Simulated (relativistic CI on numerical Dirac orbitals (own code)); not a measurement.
# Ligand-field terms of d3

Computed with a parametric ligand-field model of a d^n configuration (Racah B and C, spin-orbit zeta, crystal field), exact diagonalisation.

Field parameters in Wybourne normalisation: Oh B⁴₀ = 21Dq, B⁴₄ = √(5/14) B⁴₀; Td as Oh with Dq negative (B⁴₀ = 21Dq, B⁴₄ = √(5/14) B⁴₀). The field is a parameter set, without covalency.

Q: Lowest levels for B = 810, C = 3390, ζ = 720 cm⁻¹, Td, 10Dq = -9850 cm⁻¹?

A: Γ8 0 (S 1.49), Γ7 199 (S 1.50), Γ8 969 (S 1.50), Γ6 1505 (S 1.50), Γ8 7005 (S 0.54), Γ7 9084 (S 1.49), Γ8 9112 (S 1.48), Γ6 9572 (S 1.49), Γ8 9677 (S 1.49) cm⁻¹, with S from ⟨S²⟩ = S(S + 1). The ground level has 1.94 electrons in the cubic e pair.

Q: Lowest levels for B = 480, C = 1760, ζ = 2200 cm⁻¹, Td, 10Dq = -8750 cm⁻¹?

A: Γ8 0 (S 1.19), Γ7 2953 (S 1.49), Γ8 4599 (S 1.41), Γ8 5728 (S 1.01), Γ6 6316 (S 1.44), Γ8 9285 (S 1.14), Γ7 9740 (S 1.04), Γ6 10242 (S 0.84), Γ8 11429 (S 0.80) cm⁻¹, with S from ⟨S²⟩ = S(S + 1). The ground level has 2.21 electrons in the cubic e pair; its S is far from a half-integer, so spin-orbit coupling mixes spin states.

Q: Lowest levels for B = 330, C = 1210, ζ = 580 cm⁻¹, Oh, 10Dq = 8200 cm⁻¹?

A: Γ8 0 (S 1.49), Γ8 5865 (S 0.61), Γ8 6183 (S 0.53), Γ6 6415 (S 0.56), Γ7 8000 (S 1.48), Γ8 8102 (S 1.43), Γ8 8508 (S 1.44), Γ6 8520 (S 1.47), Γ7 9421 (S 0.66) cm⁻¹, with S from ⟨S²⟩ = S(S + 1). The ground level has 0.01 electrons in the cubic e pair.

Q: Lowest levels for B = 340, C = 1370, ζ = 390 cm⁻¹, Td, 10Dq = -8050 cm⁻¹?

A: Γ8 0 (S 0.67), Γ7 1357 (S 1.50), Γ8 1497 (S 1.42), Γ8 1772 (S 1.48), Γ6 2012 (S 1.50), Γ6 7174 (S 0.53), Γ8 7336 (S 0.56), Γ7 7422 (S 0.59), Γ8 7568 (S 0.66) cm⁻¹, with S from ⟨S²⟩ = S(S + 1). The ground level has 2.83 electrons in the cubic e pair; its S is far from a half-integer, so spin-orbit coupling mixes spin states.

Q: Lowest levels for B = 900, C = 3460, ζ = 830 cm⁻¹, Oh, 10Dq = 36150 cm⁻¹?

A: Γ8 0 (S 1.50), Γ8 17272 (S 0.50), Γ8 17927 (S 0.50), Γ6 18143 (S 0.50), Γ8 27367 (S 0.51), Γ7 27652 (S 0.51), Γ7 35863 (S 1.50), Γ8 36082 (S 1.50), Γ8 36395 (S 1.50) cm⁻¹, with S from ⟨S²⟩ = S(S + 1). The ground level has 0.00 electrons in the cubic e pair.
